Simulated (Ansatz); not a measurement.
ethylene carbonate anion (C₃H₄O₃), SMILES C1OC(=O)OC1 (connectivity only; charge and spin as stated), charge -1, multiplicity 2.

Geometry optimised at B3LYP-D3(BJ)/def2-SVPD. The multiplicity is an assumed one; no other spin state was optimised. One conformer was computed; it need not be the lowest.

Two levels are set side by side: PBE/def2-SVPD (Ansatz, an electronic-structure program) and CAM-B3LYP/def2-SVPD (Ansatz). Energy differences of separate SCF runs at the same geometry; the states with an electron removed or added have multiplicity 1. Differences are taken from unrounded values.

```json
[
 {"quantity": "vertical ionisation energy (eV)", "CAM-B3LYP": "0.93", "PBE": "0.62", "PBE minus CAM-B3LYP": "-0.31"}
]
```
